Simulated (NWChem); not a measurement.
A series in which one site is exchanged, each optimised at PBE0/def2-SVP with NWChem, gas phase unless a solvent is named. Some are not confirmed as minima by frequencies. def2 effective core potentials on Sn; no spin-orbit coupling.

A: [SnH3][GeH3] (SnGeH₆; site = Sn)
B: [CH3][GeH3] (CH₆Ge; site = C)
C: [SiH3][GeH3] (GeSiH6; site = Si)
D: [GeH3][GeH3] (Ge2H6; site = Ge)

**Question.** Rank them by vertical ionisation energy, ΔSCF, CAM-B3LYP/def2-SVP (eV), lowest first.

**Answer.** A (10.00), D (10.38), C (10.52), B (11.75)
